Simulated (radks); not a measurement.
Fractional charge and spin in the 2s shell of carbon: the spin-up occupation runs from 0 to 1 and the spin-down occupation from 0 to 1; the fullest corner is C, [He] 2p(up 1, down 1) 2s(up 1, down 1). Method: non-relativistic Kohn-Sham, LDA (Slater exchange, Perdew-Wang correlation), spin-polarised, spherical densities, point nucleus; computed with a radial shooting solver on a logarithmic mesh with Libxc functionals. Energy (eV) minus the two flat planes that join the four corners (they meet along the diagonal where the two added fractions sum to one electron); zero is where a piecewise linear energy would lie.

down \ up,0,0.5,1
0,0.000,-1.634,0.000
0.5,-1.634,0.467,-1.379
1,0.000,-1.379,0.000

Corners above the fullest one (they belong to C+ and the next ion): (up 1, down 0) 18.998 eV, (up 0, down 1) 18.998 eV, (up 0, down 0) 51.954 eV. With half an added electron in each spin the energy lies 0.467 eV from the planes, and with half an added electron in spin up alone -1.634 eV. The planes are only a guide here: the flat-plane condition holds for ground states with one frontier orbital, while this shell lies below other occupied shells, so the corners above the fullest one are inner-hole states and not the ground states of those ions.
